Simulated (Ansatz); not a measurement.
A CCSD(T) single point on CHBClNO, SMILES `O=C=NBCl`.

```yaml
crystal:
  periodic: [false, false, false]
  atoms:
    - {symbol: O, position_ang: [-0.576219, -2.573471, -0.042322]}
    - {symbol: C, position_ang: [-0.208382, -1.485727, 0.108235]}
    - {symbol: N, position_ang: [0.227825, -0.389226, 0.333927]}
    - {symbol: B, position_ang: [0.287335, 0.988072, 0.064977]}
    - {symbol: Cl, position_ang: [-0.690265, 1.696461, -1.203263]}
    - {symbol: H, position_ang: [1.001705, 1.699992, 0.692244]}
basis:
  gaussian: {orbitals: def2-TZVPP}
correlation: {method: ccsd_t}
output: {orbitals: {seedname: orbitals}}
```

```sh
$ ansatz run in.yaml --threads 2 --pin off --events-out ev --progress --plain
```

The program prints (abridged):

```
Functional definition: HF
1124 factors; integrals over basis functions are off by at most 1.2e-3 eV
mean field evaluation 1: about -17742.0941 eV, gradient 3.7e1 eV
mean field evaluation 2: about -17742.3490 eV, gradient 3.8e1 eV
mean field evaluation 4: about -17745.1585 eV, gradient 3.7e0 eV
mean field evaluation 8: about -17745.2082 eV, gradient 4.2e-1 eV
mean field -17745.20881570 eV, -652.1243958424 hartree, gradient 1.7e-6 eV, S^2 0.000000; 0 other end points of the search recorded, 0 dependent functions left out
9 core orbitals not correlated: weight in the atoms' cores, before any rotation towards them, 1.000 or more for the frozen orbitals, at most 0.000 for the correlated occupied ones
reference -17745.20881570 eV, -652.1243958424 hartree; 13, 13 occupied and 158, 158 virtual orbitals, 1124 factors
second order -22.99404156 eV of doubles, -0.00000000 eV of singles
cycle   1  -22.64970020 eV  change    3.4e-1 eV  update   1.3e-1
cycle   2  -23.28600411 eV  change   -6.4e-1 eV  update   4.3e-2
cycle   3  -23.44319551 eV  change   -1.6e-1 eV  update   2.0e-2
cycle   4  -23.42768535 eV  change    1.6e-2 eV  update   5.4e-3
cycle   5  -23.42219596 eV  change    5.5e-3 eV  update   2.5e-3
cycle   6  -23.42321124 eV  change   -1.0e-3 eV  update   8.7e-4
cycle   7  -23.42302913 eV  change    1.8e-4 eV  update   3.6e-4
cycle   8  -23.42282488 eV  change    2.0e-4 eV  update   1.2e-4
cycle   9  -23.42288972 eV  change   -6.5e-5 eV  update   5.5e-5
cycle  10  -23.42291193 eV  change   -2.2e-5 eV  update   2.1e-5
perturbative correction -1.14843324 eV, -0.0422041430 hartree
Total energy: -17769.78016086 eV, -653.0273761221 hartree
```

Run time 18 s (2 threads of a server CPU on a shared host); peak host memory 1.9 GiB.

MP2 recovers 93.6 % of the CCSD(T) correlation energy and the triples give 4.7 %; T1 = 0.0160.
